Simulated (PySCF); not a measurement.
Bonds (- single, = double, # triple, : aromatic): C1=C2, C2-C3, C3:N4, N4:C5, C5:C6, C6:N7, N7-Si8, Si8-Cl9, N7:C3. C1 carries H10, H11; C2 carries H12; C5 carries H13; C6 carries H14; Si8 carries H15, H16. H11 is cis to C3; H10 is trans to C3.

One computed conformer, gas phase, non-relativistic, rapidly exchanging positions averaged. PBE0/pcSseg-1 with gauge-including orbitals; structure optimised with GFN2-xTB; PySCF 2.14.0 with density-fitted response routines.

**Question.** Predict the 2D correlation tables (HSQC, COSY, HMBC).

**Answer.** 

HSQC (one-bond C–H):
| δH | δC |
| --- | --- |
| 7.43 (H13) | 138.1 (C5) |
| 7.19 (H11) | 126.1 (C1) |
| 7.03 (H14) | 124.6 (C6) |
| 6.29 (H12) | 129.4 (C2) |
| 5.71 (H10) | 126.1 (C1) |

COSY cross peaks (H two or three bonds apart, from the bond graph; peaks can be absent where the dihedral angle is near 90°):
| δH | δH |
| --- | --- |
| 7.43 (H13) | 7.03 (H14) |
| 7.19 (H11) | 6.29 (H12) |
| 7.19 (H11) | 5.71 (H10) |
| 6.29 (H12) | 5.71 (H10) |

HMBC (two and three bonds, from the bond graph):
| δH | δC |
| --- | --- |
| 7.43 (H13) | 153.2 (C3), 124.6 (C6) |
| 7.19 (H11) | 153.2 (C3), 129.4 (C2) |
| 7.03 (H14) | 153.2 (C3), 138.1 (C5) |
| 6.29 (H12) | 153.2 (C3), 126.1 (C1) |
| 5.91 (H15/H16) | 153.2 (C3), 124.6 (C6) |
| 5.71 (H10) | 153.2 (C3), 129.4 (C2) |

Shifts are taken against calculated references (same method and geometry level): TMS for ¹H (σref 31.72) and ¹³C (σref 186.93).

Short H···H contacts in this conformer between protons four or more bonds apart (candidates for NOE cross peaks, intensity ∝ r⁻⁶): H12···H16 2.73 Å.

Shifts are as computed. Against solution values, carbons near 30 ppm lie about +3 ppm off and those near 130 ppm about +5 ppm. Of 1211 compounds with measured shifts, 218 miss one by over three times the rms of a fit or turn the order of signals round; such compounds aren't used in these exercises.
